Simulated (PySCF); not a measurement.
Calculation: TPSSh-D3(BJ)/def2-TZVP // B3LYP-D3(BJ)/def2-SVP in PySCF. Gas-phase values, no solvent. One relaxed conformer stands for a flexible species; it need not be the lowest. Excitations are Tamm–Dancoff values on a coarser integration grid. The basis has no diffuse functions, so Rydberg states are missing or too high.

Reference species (SMILES): `CO[Si](OC)(OC)OC` (neutral, multiplicity 1).

```
Property                  Value
----------------------  -------
S1 excitation (TDA)     7.51 eV
S1 oscillator strength    0.001
```

Changed species: `CC[Si](CC)(CC)CC` (4 of 4 OCH3 replaced by C2H5; the reference has 0 of 4 OCH3 replaced by C2H5).

**Question.** Predict the effect on the S1 excitation (TDA) and S1 oscillator strength.

**Answer.** the S1 excitation (TDA) falls by 0.25 eV, to 7.26 eV; the S1 oscillator strength increases by 0.012, to 0.013.
